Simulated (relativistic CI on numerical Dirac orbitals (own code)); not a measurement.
**Hyperfine structure of Ga XVIII, mass number 71**

Calculated at this level of theory: Dirac-Coulomb-Breit CI, KLI orbitals optimised for each configuration, model QED (radiative potential, 1s self-energy scaled to tabulated hydrogen-like ionisation energies), unscaled Slater integrals (own radial code, finite nucleus).

Configuration list (outside the closed core [Ne]): 3s2 3p2, 3s 3p3, 3s2 3p 3d, 3p4, 3s 3p2 3d, 3p3 3d, 3s 3p 3d2, 3s2 3d 4p, 3s2 3p 4s, 3p3 4s, 3p3 4p, 3s2 3p 4p, 3s 3p 3d 4s, 3s2 3d2, 3s 3d3, 3p2 3d2, 3p 3d3, 3p 3d2 4s, 3p 3d2 4p, 3s2 3d 4s, 3s 3d2 4s. Double excitations out of closed p, d and f shells are left out; levels of such configurations are missing from the list, as are those of other unlisted configurations, and high levels can miss mixing partners.

Nuclear spin I = 3/2, μ = 2.56033 μN, Q = 0.107 b (tables of Stone and Pyykkö). The electronic factors are computed for point nuclear moments, without core polarisation or the Bohr-Weisskopf and QED corrections.

```json
{"Level": "3s2 3p2 3P_1", "E (cm⁻¹)": "27624", "A (MHz)": "-600.5", "B (MHz)": "906"}
{"Level": "3s2 3p2 3P_2", "E (cm⁻¹)": "45920", "A (MHz)": "27630", "B (MHz)": "-644"}
{"Level": "3s2 3p2 1D_2", "E (cm⁻¹)": "96471", "A (MHz)": "21940", "B (MHz)": "2450"}
{"Level": "3s 3p3 5S°_2", "E (cm⁻¹)": "318912", "A (MHz)": "73640", "B (MHz)": "38.4"}
{"Level": "3s 3p3 3D°_1", "E (cm⁻¹)": "415251", "A (MHz)": "-38720", "B (MHz)": "1050"}
{"Level": "3s 3p3 3D°_2", "E (cm⁻¹)": "416320", "A (MHz)": "45450", "B (MHz)": "1850"}
{"Level": "3s 3p3 3D°_3", "E (cm⁻¹)": "426819", "A (MHz)": "66000", "B (MHz)": "-203"}
{"Level": "3s 3p3 3P°_1", "E (cm⁻¹)": "481783", "A (MHz)": "85910", "B (MHz)": "-1130"}
```

Levels with J = 0, under 50 % of one LS term, or S terms without an open s electron are left out. Small factors come from cancelling terms and can be off by tens of per cent or more.

At this charge energies of transitions that change n are usually good to better than 1 %, and those within a shell (Δn = 0) to a few per cent.

Give the hyperfine levels of 3s2 3p2 3P_2 relative to its centre of gravity.

With K = F(F + 1) − I(I + 1) − J(J + 1), E = AK/2 + B[¾K(K + 1) − I(I + 1)J(J + 1)]/[2I(2I − 1)J(2J − 1)]: F = 1/2: -124900, F = 3/2: -82880, F = 5/2: -13410, F = 7/2: 82720 MHz.

LS names give the leading component of a level, which can be under half, so a name can repeat, a term be missing and a line seem to break the LS rules.
